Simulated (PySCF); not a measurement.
B3LYP has the VWN-RPA correlation part, as in Gaussian. 

# C$_{4}$H$_{4}$, SMILES `C1=CC=C1` (charge 0, multiplicity 1)

All values below come from B3LYP-D3(BJ)/def2-TZVP run with PySCF.

```
Property                              Value
-------------  ----------------------------
HOMO                               -5.40 eV
dipole moment                     0.000 e·Å
HOMO–LUMO gap                       3.60 eV
LUMO                               -1.80 eV
total energy                   -154.7465 Ha
cost           very roughly 20 core-seconds
```

Bond lengths (Å): C1–C2 1.330, C1–C4 1.577, C1–H5 1.079, C2–C3 1.577, C2–H6 1.079, C3–C4 1.330, C3–H7 1.079, C4–H8 1.079. Bond angles (°): C2–C1–C4 90.0, C2–C1–H5 135.1, C4–C1–H5 134.9, C1–C2–C3 90.0, C1–C2–H6 135.1, C3–C2–H6 134.9, C2–C3–C4 90.0, C2–C3–H7 134.9, C4–C3–H7 135.1, C1–C4–C3 90.0, C1–C4–H8 134.9, C3–C4–H8 135.1.
Charge 0, spin multiplicity 1.
